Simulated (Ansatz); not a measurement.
Total energies of SnH2MeBr (CH₅BrSn) from Ansatz at PBE-D4/def2-TZVP, gas phase (1 Eh = 27.2114 eV = 2625.5 kJ/mol). The reference geometry is relaxed at PBE-D4/def2-SVP.

Cartesian coordinates in Å:
```
Sn -0.330 -0.888 0.197
H 0.860 -2.071 0.614
H -1.508 -1.528 -0.895
C 0.529 0.975 -0.479
H 1.132 0.798 -1.391
H 1.174 1.388 0.319
H -0.284 1.691 -0.704
Br -1.574 -0.364 2.338
```

```json
{"state": "charge 0 singlet", "geometry": "reference", "energy (Eh)": "-2829.16918"}
{"state": "charge 1 doublet", "geometry": "reference", "energy (Eh)": "-2828.81398"}
{"state": "charge 1 doublet", "geometry": "relaxed at PBE-D4/def2-SVP", "energy (Eh)": "-2828.82201"}
{"state": "free Sn atom (triplet)", "geometry": "–", "energy (Eh)": "-214.24935"}
{"state": "free H atom (doublet)", "geometry": "–", "energy (Eh)": "-0.49962"}
{"state": "free C atom (triplet)", "geometry": "–", "energy (Eh)": "-37.79597"}
{"state": "free Br atom (doublet)", "geometry": "–", "energy (Eh)": "-2573.72072"}
```

In the def2 sets Sn takes a core potential; there is no spin–orbit coupling.

Problem. Work out the vertical ionisation energy to the doublet.

Solution. E(charge 1 doublet) − E(charge 0 singlet) = -2828.81398 − (-2829.16918) = 0.35520 Eh = 9.67 eV. For comparison, −ε of the highest occupied level is 6.67 eV at this level, 3.00 eV less.

Problem. How much does the charge 1 doublet relax, and what is the adiabatic ionisation energy?

Solution. Relaxation: -2828.81398 − (-2828.82201) = 0.00803 Eh = 0.22 eV. Adiabatic ionisation energy: 0.34717 Eh = 9.45 eV, without zero-point energy. 

Problem. What is the binding energy per atom against free atoms?

Solution. Atoms: 1 × (-214.24935) + 5 × (-0.49962) + 1 × (-37.79597) + 1 × (-2573.72072) = -2828.26414 Eh. Binding: -2828.26414 − (-2829.16918) = 0.90504 Eh = 24.63 eV, or 3.08 eV for each of 8 atoms (no zero-point energy, no counterpoise term).

At PBE-D4/def2-TZVP the gap within one spin of the charge 1 doublet nearly closes, so an electron or hole may be smeared out by delocalisation error.
